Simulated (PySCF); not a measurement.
A small calculation by hand: dipole moment from atomic charges

Be(Cl)(OMe) (CH₃BeClO), SMILES [O]([Be][Cl])C. Atoms are numbered in the order given.

```xyz
7

Be     0.0000     0.0000     0.1657
Cl     0.0000     0.0000     1.9849
O      0.0000     0.0000    -1.2216
C      0.0000     0.0000    -2.6063
H     -0.8938    -0.5160    -2.9984
H      0.0000     1.0321    -2.9984
H      0.8938    -0.5160    -2.9984
```
Charge 0, spin multiplicity 1.

Geometry: ωB97X-D3(BJ)/def2-SVP. The values are those of a single conformer.

Charges (e) from CAM-B3LYP/def2-TZVPD run with PySCF:

```
atom  ESP fit     IAO
----  -------  ------
Be1     0.421   1.585
Cl2    -0.285  -0.746
O3     -0.143  -1.076
C4     -0.490  -0.166
H5      0.166   0.134
H6      0.165   0.134
H7      0.166   0.134
```

The dipole moment of the full density is 2.46 D.

Question: What dipole moment does each set of point charges give, and which comes closer to that of the density?

Answer: 
μ = Σ q r, and 1 e Å = 4.8032 D.
ESP fit: Σ q r = (0.000, -0.001, -0.534) e Å, |μ| = 2.57 D.
IAO: Σ q r = (0.000, 0.000, -0.676) e Å, |μ| = 3.25 D.
ESP fit comes closer in size. Point charges leave out the atoms' own dipoles (lone pairs, polarised bonds); fits to the potential absorb them, partitions of the density don't.
